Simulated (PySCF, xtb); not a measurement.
(2S)-2-fluorobutane (C₄H₉F), SMILES [C@H](CC)(F)C.

GFN2-xTB in xtb at its own geometry gives an orbital gap of 12.30 eV and a dipole moment of 2.49 D.

Coordinates come from a PBE-D3(BJ)/def2-SVP optimisation. One conformer was computed; it need not be the lowest.

Q: What does PySCF with r2SCAN/def2-TZVP give? (Estimate from the structure and the level; the computed values follow.)

A: gap 8.81 eV (levels -7.72 and 1.09 eV), dipole 1.88 D.
